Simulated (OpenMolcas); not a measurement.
## Fe: effect of the active space

| Quantity | Value |
| --- | --- |
| Program | OpenMolcas 26.06 |
| Method | CASSCF |
| Basis | ANO-R2 |
| Scalar Hamiltonian | X2C, finite nucleus |
| Spin-orbit coupling | state interaction with AMFI integrals over the reference wave functions, term energies averaged over their components |

A. 6 electrons in 5 orbitals (3d); 2S+1 = 5 even, 5 roots; 2S+1 = 3 even, 45 roots; 2S+1 = 1 even, 50 roots (35 in the spin-orbit step); cost about 23 core-seconds
B. 8 electrons in 6 orbitals (3d 4s); 2S+1 = 5 even, 15 roots (12 in the spin-orbit step); 2S+1 = 3 even, 46 roots kept (CI in the orbitals of an earlier block, 21 in the spin-orbit step); 2S+1 = 1 even, 22 roots; cost roughly 60 core-seconds

Energies in cm-1 above 3d6 4s2 5D4, the measured ground level; measured values from NIST Handbook of Basic Atomic Spectroscopic Data.

```tsv
Level	A	B	Measured
3d6 4s2 5D4	0.0	0.0	0.0
3d6 4s2 5D3	424	377	416
3d6 4s2 5D2	726	647	704
3d6 4s2 5D1	922	823	888
3d6 4s2 5D0	1018	910	978
```

Deviations, from unrounded energies. A percentage is the sum of absolute deviations over the sum of measured energies, with the sign that they share, or ± where signs differ.

| Against measurement | Levels | A | B |
| --- | --- | --- | --- |
| mean absolute deviation (cm-1) | 4 | 26 | 57 |
| fine structure of the ground term (%) | 4 | +3.5 | -7.7 |

A lies closest to measurement on these levels. The largest miss of A in the table is 3d6 4s2 5D0, by +40 cm-1. The ranking rests on the paired levels alone, and a cruder setting can come out closer through cancelling errors.

The spin-orbit steps hold different terms of 3d6 4s2 (B lacks among others 1D, 1F, 1S, 3D, 3F), which shifts levels as well.

Between A and B the level of the table that moves most is 3d6 4s2 5D0, by 110 cm-1 (lowest in B, highest in A).

Some high roots are left out of the spin-orbit mixing, which shifts the levels that they would mix with. Without dynamic correlation excited terms often stand tens of per cent too high (terms of higher spin than the ground term too low), and those without a measured partner can miss by more than the paired ones. With the s shell closed, the reference lacks s² → p², s² → d² and s → d mixing, so excited terms can stand far too high and out of order, with CASPT2 too (holds for A). Computed and measured levels are paired by configuration, term and J; levels that our copy of the source lacks, or whose pairing is in doubt (as where it misses far off the trend of its configuration), stay unpaired and out of the deviations. Levels of configurations outside the active space are missing. Levels that lie high or do not pair safely by name in every column are left out.
